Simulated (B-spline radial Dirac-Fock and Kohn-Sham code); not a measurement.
The L2 (2p1/2) level from Pr to Os

Method: Dirac-Fock ΔSCF + Breit + QED. Computed with an atomic code on a B-spline grid. Free neutral atoms, energies in eV. Correlation energy is missing from these numbers. Relaxation, Breit and QED are contributions to the binding energy. "Screened" places the removed electron in the lowest shell with room, a model of an edge from the Fermi level; tabulated edges (Elam, Ravel and Sieber 2002) are for the standard state, and for monatomic gases they compare with the unscreened value. A dash: no value, or a hole state left out as unreliable.

```
 Z  element  binding  relaxation   Breit    QED  screened  tabulated edge
59       Pr   6443.4       -45.6  -18.29   0.40    6437.7            6440
60       Nd   6727.1       -46.7  -19.47   0.40    6721.4            6722
61       Pm   7017.8       -47.8  -20.70   0.40    7012.3            7013
62       Sm   7315.8       -48.9  -21.98   0.40    7310.3            7312
63       Eu   7621.2       -50.0  -23.32   0.39    7615.8            7617
64       Gd   7942.3       -50.3  -24.70   0.38    7935.9            7930
65       Tb   8254.7       -52.1  -26.17   0.36    8249.5            8252
66       Dy   8583.1       -53.1  -27.69   0.35    8578.0            8581
67       Ho   8919.5       -54.2  -29.27   0.33    8914.5            8918
68       Er   9264.0       -55.3  -30.92   0.30    9259.2            9264
69       Tm   9616.8       -56.3  -32.63   0.27    9612.2            9617
70       Yb   9978.1       -57.4  -34.42   0.23    9973.6            9978
71       Lu  10356.9       -58.0  -36.27   0.19   10351.3           10349
72       Hf  10745.2       -58.4  -38.20   0.15   10738.5           10739
73       Ta  11143.2       -58.9  -40.21   0.10   11135.5           11136
74        W  11551.0       -59.4  -42.32   0.04   11542.2           11544
75       Re  11968.9       -59.9  -44.49  -0.03   11959.1           11959
76       Os  12397.1       -60.5  -46.77  -0.11   12386.1           12385
```

Q: With what power of Z do the binding energy and the Breit term grow over this range?

A: Between the end points the binding energy grows as Z^2.58 and the Breit term as Z^3.71.
